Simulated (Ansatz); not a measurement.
A nudged elastic band was laid between two geometries of AlClFH6NOSi (12 atoms, charge 0, multiplicity 1).

Method: RKS PBE/6-31G* (Ansatz 0.2.0).

```json
{"movable images": "5", "climbing image": "yes", "spring": "5.0 eV/Å²", "optimiser": "quadratic models (default)", "start path": "straight line", "force threshold": "0.05 eV/Å", "iteration limit": "60", "end points": "relaxed"}
```

First end point:

```xyz
12
Properties=species:S:1:pos:R:3
Al -0.174 -0.622 0.436
O -0.815 -0.696 2.042
Si -1.618 0.148 3.216
H -3.089 -0.167 3.197
H -1.087 -0.241 4.567
H -1.464 1.637 3.065
Cl 1.374 0.815 0.060
F -1.224 -0.896 -0.845
N 0.878 -2.358 0.458
H 0.537 -3.022 -0.249
H 1.878 -2.189 0.283
H 0.779 -2.792 1.385
```

Last end point:

```xyz
12
Properties=species:S:1:pos:R:3
Al -0.040 -0.562 0.491
O -0.801 -0.678 2.041
Si -1.596 0.184 3.210
H -2.989 -0.351 3.398
H -0.880 0.056 4.526
H -1.704 1.648 2.880
Cl 1.740 0.629 0.352
F -1.027 -0.529 -0.867
N 0.719 -2.443 0.399
H 0.299 -2.991 -0.362
H 1.738 -2.429 0.259
H 0.517 -2.917 1.288
```

Problem. What changes between the two ends?

Solution. No bond is made or broken.

Problem. What energy profile does the band end with?

Solution. The run converged. The highest image is number 3 of 0 to 6, 0.0 kcal/mol above the ends, which have the same energy within 2 meV. The top lies less than 8 meV above the higher end, about what the thresholds resolve: the motion is nearly free. The order of the point at the top wasn't checked.

| image | path coordinate (Å) | energy (kcal/mol) |
| --- | --- | --- |
| 0 | 0.00 | 0.0 |
| 1 | 0.15 | 0.0 |
| 2 | 0.30 | 0.0 |
| 3 | 0.45 | 0.0 |
| 4 | 0.60 | 0.0 |
| 5 | 0.75 | 0.0 |
| 6 | 0.90 | 0.0 |

Problem. What is the geometry of the highest image?

Solution. 
```xyz
12
Properties=species:S:1:pos:R:3
Al -0.110 -0.589 0.461
O -0.809 -0.687 2.041
Si -1.607 0.167 3.213
H -3.046 -0.263 3.297
H -0.977 -0.095 4.554
H -1.582 1.651 2.969
Cl 1.562 0.731 0.204
F -1.133 -0.714 -0.864
N 0.800 -2.403 0.430
H 0.422 -3.009 -0.309
H 1.813 -2.310 0.283
H 0.643 -2.863 1.337
```

Run time: 29 s on 4 threads of Arm Neoverse V2, on a shared host, peak memory 0.17 GiB.
